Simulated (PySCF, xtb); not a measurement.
C5H5Cl, SMILES C(=C\Cl)/C=C=C.

GFN2-xTB (xtb) at its own geometry gives an orbital gap of 3.38 eV and a dipole moment of 2.16 D.

The structure is a stationary point at PBE0-D3(BJ)/def2-SVP. The structure was generated by enumeration; whether it is a known compound was not checked. Other conformers were not sampled.

Problem. What does PBE/def2-TZVP (PySCF) give? (The exact figures need the calculation; the answer reports its results.)

Solution. gap 3.40 eV (levels -5.53 and -2.13 eV), dipole 1.43 D.
